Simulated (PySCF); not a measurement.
**C4H8Ge: core ionisation energies**

C4H8Ge.
Structure used (PBE0-D3(BJ)/def2-SVP), in Å, numbered top down from 1:
```xyz
13
C4H8Ge angstrom
C     -0.797   -1.107    0.300
C      0.537   -1.240    0.352
C      1.437   -0.079    0.026
Ge     0.148    1.362   -0.367
C     -1.424    0.205   -0.084
H     -1.444   -1.960    0.538
H      0.984   -2.201    0.632
H      2.104    0.172    0.867
H      2.090   -0.299   -0.835
H      0.227    2.537    0.626
H      0.257    1.912   -1.802
H     -2.040    0.111   -0.994
H     -2.091    0.588    0.705
```

Method: delta-SCF UKS SCAN, pcX-2 on the ionised atom, pcseg-1 elsewhere, spin-free X2C in PySCF 2.14.0. These are vertical core ionisation energies against the vacuum level, from separate self-consistent calculations with and without the core hole.

Question: List the computed XPS lines with their assignment.

Answer: 
```csv
atom(s),environment,level,binding energy (eV),above the level's lowest (eV),count
C1/C2,alkene CH carbon,C 1s,290.13,0.00,2
C3/C5,sp3 carbon bound to germanium,C 1s,290.16,+0.03,2
```

The 2 C 1s values lie within 0.03 eV of each other; Gaussian lines of 0.5 eV full width would blend them into one maximum.

Question: Which photon wavelength matches the C 1s of C3/C5 threshold?

Answer: λ = hc/E = 12398.42 eV Å / 290.16 eV = 42.730 Å.

Question: Which photon energy gives electrons from C 1s of C3/C5 a kinetic energy of 50 eV, and what is their de Broglie wavelength?

Answer: hν = 290.16 + 50 = 340.16 eV, recoil neglected; λ = 12.264 Å/√(E/eV) = 1.73 Å.

The first atom of each set that the bonding makes equivalent was ionised and stands for the set. No level of germanium is listed. Geometry: PBE0-D3(BJ)/def2-SVP; no solvent, vibrations or thermal averaging.
